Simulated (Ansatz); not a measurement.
Coupled-cluster diagnostics for Cs₂H₃⁻, Ansatz.

Geometry of the singlet (PBE0-D4/def2-TZVPD):

```
atom    x (Å)    y (Å)    z (Å)
 Cs1  -2.1873  -1.2248   0.0980
 Cs2   0.2550   2.3671   0.7908
  H3   0.8268  -0.4339  -0.6654
  H4   0.9261  -0.3546  -1.4262
  H5   0.1793  -0.3539   1.2028
```

In the def2 sets Cs takes a core potential; there is no spin–orbit coupling. Correlated methods freeze no core orbitals; core or outer-core shells of Cs are correlated, in sets that lack core-valence functions. In the singlet, H3 and H4 lie 0.77 Å apart (atoms count from 1), so H2 has formed as a molecule. The geometry of the singlet was relaxed on an unsound state (restricted singlet, unstable towards broken spin symmetry at other levels and untested here). Another isomer (triplet) lies 0.20 eV lower at PBE0-D4/def2-TZVPD; other spin states weren't run for this one.

Question: Estimate the CCSD(T) correlation energy, the shares of MP2 and (T), T1 and the reference's ⟨S²⟩ for: charge -1, singlet, own geometry in def2-TZVPPD; and the rough time on 4 threads of AMD EPYC 9R45 on a shared host.

Answer: 
```csv
state,basis,correlation (eV),MP2 share (%),(T) share (%),T1,⟨S²⟩ (pure),wall time,remarks
"charge -1, singlet, own geometry",def2-TZVPPD,-11.527,86.1,3.3,0.031,0.00 (0.00),7 s,"HOMO above zero, large T1 (0.031), restricted SCF unstable"
```
Customary marks for T1 are 0.02 (closed shells), 0.045 (open shells) and about 0.05 (3d metals). T1 exceeds 0.02 in 1 of 1 rows and 0.045 in 0; the higher it lies, the less the single-reference result can be trusted.
